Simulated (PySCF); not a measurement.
ZrF2(OMe)2, C₂H₆F₂O₂Zr (singlet state).
Bonds: Zr1–F2, Zr1–F3, Zr1–O4, Zr1–O9, O4–C5, O9–C10. Hydrogens: H6, H7, H8 on C5; H11, H12, H13 on C10.

Computed with PBE0-D3(BJ)/def2-SVP geometry optimisation, gas phase, def2 core potentials past Kr (PySCF 2.14.0).

(1) Give the optimised bond lengths and angles.

Answers

(1) 
| bond | length (Å) |
| --- | --- |
| Zr1–F2, Zr1–F3 | 1.918 |
| Zr1–O4, Zr1–O9 | 1.910 |
| O4–C5, O9–C10 | 1.386 |
| C5–H6 and 5 like bonds | 1.104 |

Bonds in one row agree within 0.01 Å and their mean is given. A selection of angles:
| angle | degrees |
| --- | --- |
| F2–Zr1–F3 | 110.1 |
| F2–Zr1–O4 | 109.0 |
| O4–Zr1–O9 | 110.8 |
| Zr1–O4–C5 | 175.8 |
| O4–C5–H6 | 110.8 |
| H6–C5–H7 | 108.0 |
| Zr1–O9–C10 | 176.8 |

O4 (oxygen bonded to C and Zr) is almost linear (angle 175.8°). Zr1 (zirconium bonded to 2 F and 2 O) is tetrahedral (angles from 108.8° to 110.8°).

Point group: near C2v, missed by 0.24 Å at most; the miss may be what the optimiser left on a soft mode (C2 holds within 0.08 Å). Whether it is a minimum is left open (no frequencies).
